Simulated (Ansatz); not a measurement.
Input for Ansatz (an electronic-structure program): R-B2PLYP/def2-TZVPPD on C2H5Ga (SMILES C=[CH][GaH2]). Files ending in .json are basis or fitting sets from the Basis Set Exchange. The run froze 16 orbitals, filled d shells among them.

Ansatz 0.2 input:
```yaml
crystal:
  periodic: [false, false, false]
  atoms:
    - {symbol: C, position_ang: [-2.09771241, 0.72574922, 0.84035237]}
    - {symbol: C, position_ang: [-0.80056510, 0.96829850, 0.63759021]}
    - {symbol: Ga, position_ang: [0.58591417, -0.44820562, 0.78712216]}
    - {symbol: H, position_ang: [-2.46736429, -0.27562250, 1.04768516]}
    - {symbol: H, position_ang: [-2.85899081, 1.50101804, 0.79122098]}
    - {symbol: H, position_ang: [-0.52258509, 1.99766768, 0.41582842]}
    - {symbol: H, position_ang: [0.04333480, -1.93381441, 0.80698346]}
    - {symbol: H, position_ang: [2.08954565, -0.13578614, 0.46329397]}
basis:
  gaussian:
    orbitals: def2-TZVPPD.json
hamiltonian:
  xc: {name: B2PLYP}
magnetization: {spin_polarized: false}
correlation: {electrons: outside_noble_gas}
scf: {lower_state_search: off}
```

Output:

```
WARN ansatz: RAYON_NUM_THREADS=1 ignored (pool sized by the plan → 1); use --threads N
Functional definition: B2PLYP
these checks for a lower state are left out or cut short: stability, starts, cluster_reference, orbital_swaps, neighbouring_geometries, increment
integrals: 0.41 GiB planned
1235 factors; integrals over basis functions are off by at most 1.1e-3 eV
mean field: 1.00 GiB planned
mean field evaluation 1: about -54511.7213 eV, gradient 4.3e1 eV
mean field evaluation 2: about -54511.7701 eV, gradient 4.3e1 eV
mean field evaluation 4: about -54515.9261 eV, gradient 3.7e0 eV
mean field evaluation 8: about -54515.9472 eV, gradient 1.9e-1 eV
mean field evaluation 16: about -54515.9473 eV, gradient 4.5e-5 eV
mean field -54515.94729368 eV, -2003.4241108066 hartree, gradient 3.5e-6 eV, S^2 0.000000; 0 other end points of the search recorded, 0 dependent functions left out
16 core orbitals not correlated
reference -54515.94746604 eV, -2003.4241171406 hartree; 8, 8 occupied and 189, 189 virtual orbitals, 1235 factors
second order -13.62624632 eV of doubles, -0.00000000 eV of singles
Total energy: -54519.62655255 eV, -2003.5593210760 hartree
Checks for a lower state left out: stability, starts, cluster_reference, orbital_swaps, neighbouring_geometries, increment
```

Self-consistency was reached.

Cost: about 9 core-seconds (a rough figure).
